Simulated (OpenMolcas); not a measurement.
Consider [Cu2(μ-Cl)2(Cl)4]2-, a planar model complex in vacuum (2 bridging Cl, bridge angle 84°, metal-metal distance 3.10 Å, Cu–Cl 2.32 Å; typed geometry, not optimised).

```xyz
8

Cu    -1.5510     0.0000     0.0000
Cu     1.5510     0.0000     0.0000
Cl     0.0000     1.7226     0.0000
Cl     0.0000    -1.7226     0.0000
Cl    -3.1986     1.6476     0.0000
Cl    -3.1986    -1.6476     0.0000
Cl     3.1986     1.6476     0.0000
Cl     3.1986    -1.6476     0.0000
```

Q: Give the energies of the total-spin states at CASSCF(2,2) on the singly occupied d orbitals (ANO-RCC-VDZP, scalar-relativistic DKH2, RICD, no spin-orbit coupling, OpenMolcas), and the exchange constant.

A: Local spins 1/2 and 1/2.

```
total S  E (cm⁻¹)  natural occupations, lowest and highest
-------  --------  ---------------------------------------
1             0.0                             1.000, 1.000
0             3.1                             0.978, 1.022
```

J = 1.6 cm⁻¹ (ferromagnetic).

J is defined by H = −2J S1·S2, so negative values are antiferromagnetic. Wave-function values come from the highest and lowest total spin; broken-symmetry values use Yamaguchi's formula with the computed ⟨S²⟩. The active space holds the singly occupied metal orbitals alone, without bridging-ligand orbitals. No row is a measured value.
